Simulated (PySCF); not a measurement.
## Electric field gradients and quadrupole coupling constants

Species: AlCl2Me, CH3AlCl2.
Structure used (PBE0-D3(BJ)/def2-SVP), in Å, numbered top down from 1:
```
atom  x, y, z in Å
Al1    0.4757    0.8280    0.0034
Cl2    2.5743    0.8865    0.0307
Cl3   -0.4957    2.6885   -0.0674
C4    -0.4932   -0.8428    0.0175
H5    -0.5838   -1.2314   -1.0109
H6    -1.5115   -0.7218    0.4172
H7     0.0343   -1.6069    0.6095
```

Field gradients from the PBE0/pcSseg-1 (pcSseg-2 on Al) density (PySCF, non-relativistic), principal values in atomic units, ordered |Vxx| ≤ |Vyy| ≤ |Vzz|:

| atom | Vxx | Vyy | Vzz |
| --- | --- | --- | --- |
| Al1 | -0.2098 | -0.8368 | 1.0466 |
| Cl2 | -0.4185 | -0.9429 | 1.3614 |
| Cl3 | -0.4176 | -0.9465 | 1.3641 |

Q: Find the asymmetry η = (Vxx − Vyy)/Vzz and the couplings χ = eQV/h (234.96 MHz × Q in barn × V in au), with Q(27Al) = 0.1466 b, Q(35Cl) = −0.0817 b.

A: 
| atom | environment | nucleus | η | χzz (MHz) | χxx (MHz) | χyy (MHz) |
| --- | --- | --- | --- | --- | --- | --- |
| Al1 | aluminium bonded to C and 2 Cl | 27Al | 0.60 | 36.05 | -7.23 | -28.82 |
| Cl2 | chlorine bonded to Al | 35Cl | 0.39 | -26.13 | 8.03 | 18.10 |
| Cl3 | chlorine bonded to Al | 35Cl | 0.39 | -26.19 | 8.02 | 18.17 |

Q: What is Vzz at Cl3 in SI units (1 au = 9.71736 × 10²¹ V/m²)?

A: 1.3641 au = 13.256 × 10²¹ V/m².

Q: And the gradient at the other heavy atoms, for which no coupling is worked out here?

A: 
| atom | environment | Vzz (au) | η |
| --- | --- | --- | --- |
| C4 | carbon bonded to Al and 3 H | -0.094 | 0.33 |

Q: What couplings would deuterons (Q(2H) = 0.00286 b) have in place of the hydrogens, at this geometry?

A: 
```tsv
atom	bonded to	bond length (Å)	Vzz (au)	η	χzz (kHz)
H5	C4	1.103	0.2965	0.02	199
H6	C4	1.101	0.2989	0.03	201
H7	C4	1.101	0.2984	0.03	200
```

Isolated species at its PBE0-D3(BJ)/def2-SVP geometry, gas phase. With so small a basis the couplings can be 20 % off.

The run behind these numbers computed NMR shieldings as well. Time: 10 s wall. Hardware: an x86-64 server with one thread (shared host).
